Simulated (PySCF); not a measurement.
# Working out the ionisation energy of Ar²⁺

Ar²⁺ [Ne] 3s2 3p4 (3P) → Ar³⁺ [Ne] 3s2 3p3 (4S). Calculation: PySCF 2.14, in aug-cc-pwCVTZ (8s7p5d3f, 75 functions); the non-relativistic Hamiltonian (point nucleus). Frozen: [Ne]. Energies in hartree (1 hartree = 27.21139 eV):

```json
{"part": "UHF", "Ar²⁺ (lower)": "-525.309507", "Ar³⁺ (upper)": "-523.861705"}
{"part": "CCSD correlation", "Ar²⁺ (lower)": "-0.161732", "Ar³⁺ (upper)": "-0.127044"}
{"part": "(T)", "Ar²⁺ (lower)": "-0.004524", "Ar³⁺ (upper)": "-0.003466"}
```

Q: What does Hartree-Fock give?

A: (-523.861705) − (-525.309507) = 1.447802 hartree = 39.397 eV.

Q: What do CCSD and CCSD(T) give?

A: The CCSD correlation energies differ by 0.034688 hartree = 0.944 eV and the triples by 0.001058 hartree = 0.029 eV, so CCSD gives 40.341 eV and CCSD(T) 40.370 eV.

A first-order spin-orbit estimate adds 0.062 eV to CCSD(T) (valence), giving 40.432 eV against 40.735 ± 0.012 eV (semi-empirical (NIST evaluation); NIST Atomic Spectra Database, ionization energies).

What remains against the reference includes basis incompleteness, the frozen core and higher excitations.
